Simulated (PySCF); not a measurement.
C₂F₃, SMILES F[C]=C(F)F (connectivity only; charge and spin as stated), charge +1, multiplicity 1.

Geometry: B3LYP-D3(BJ)/def2-SVP. The spin state was assumed, not searched. The isomer is the one that the SMILES or the coordinates give; other isomers of the formula were not compared.

Two levels are set side by side: TDA-PBE/def2-SVPD (PySCF) and TDA-LC-ωPBE/def2-SVPD (PySCF). Vertical, same geometry. The lowest singlet is HOMO→LUMO 99 % with PBE and HOMO→LUMO 99 % with the other functional; states are paired by order. Differences are taken from unrounded values.

```json
[
 {"quantity": "lowest singlet excitation (eV)", "TDA-LC-ωPBE": "2.05", "TDA-PBE": "2.12", "TDA-PBE minus TDA-LC-ωPBE": "0.07"},
 {"quantity": "lowest triplet excitation (TDA) (eV)", "TDA-LC-ωPBE": "0.64", "TDA-PBE": "0.87", "TDA-PBE minus TDA-LC-ωPBE": "0.23"},
 {"quantity": "first bright state (f over 0.05) (eV)", "TDA-LC-ωPBE": "5.92", "TDA-PBE": "5.59", "TDA-PBE minus TDA-LC-ωPBE": "-0.33"},
 {"quantity": "its oscillator strength", "TDA-LC-ωPBE": "0.27", "TDA-PBE": "0.08", "TDA-PBE minus TDA-LC-ωPBE": "-0.19"}
]
```

Rough cost on one machine, each run with all the roots and properties that it gave: TDA-LC-ωPBE against TDA-PBE about 3 times.
